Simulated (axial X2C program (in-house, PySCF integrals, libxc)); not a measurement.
# SrBr⁻: cheaper levels and CCSD(T), 2c

Calculated with an axial X2C code built on PySCF integrals. Two-component (2c) means X2C with spin–orbit coupling and atomic mean-field two-electron Coulomb and Gaunt terms. Basis: Sr dyall-acv3z [14s13p9d6f1g], Br dyall-acv3z [9s10p7d5f1g] (cores contracted in-house); Gaussian nuclei, density fitting, unrestricted open shells. Masses: Sr 87.906 u, Br 78.918 u.

State: Ω = 0 (closed shell); fragments Sr + Br-.

```
  level  Re (Å)  ωe (cm⁻¹)  De (eV)
   PBE0   2.857      166.8     1.63
     HF   2.945      157.8     1.46
    MP2   2.935      159.4     1.57
   CCSD   2.939      159.4     1.62
r2SCAN0   2.856      170.3     1.70
```

Correlated methods: 10 electrons correlated (number of frozen shells: Sr 4 s, 3 p, 1 d; Br 3 s, 2 p, 1 d), 340 virtual spin orbitals or spinors in MP2, 90 natural virtuals in coupled cluster.

CCSD(T), same Hamiltonian and basis:

Re = 2.938 Å, ωe = 159.5 cm⁻¹, De = 1.63 eV; T1 = 0.016 (Lee–Taylor normalisation).

(1) Give the differences from CCSD(T) in the columns below.

The state is one determinant whose occupation by symmetry is held fixed; it was picked as the lowest of a PBE0 search that is not exhaustive. De is counted from the lowest determinant-based energies of the atoms at the same level, without counterpoise correction. Coupled cluster ran in a truncated set of natural virtual spinors; the MP2 energy of the rest was added. (T) has no such correction and the atoms are truncated less, which lowers De at CCSD(T) by a hundredth of an eV or more. The outer-core s and p shells of the metal are frozen in the correlated rows, which leaves out core–valence correlation; for alkali and alkaline-earth bonds that tends to lengthen them. The highest occupied level of some functionals is positive through self-interaction error; at Hartree–Fock it is bound. With the outer-core shells frozen, correlated bond lengths of heavy atoms tend to come out a few hundredths of an ångström too long. Hartree–Fock gets electron affinities wrong, so its lowest charge split need not be the true one.

Results:

(1) 

```csv
level,ΔRe (Å),Δωe (cm⁻¹),ΔDe (eV)
PBE0,-0.081,7.3,0.00
HF,0.007,-1.7,-0.17
MP2,-0.003,-0.1,-0.06
CCSD,0.001,-0.1,-0.01
r2SCAN0,-0.082,10.8,0.07
```
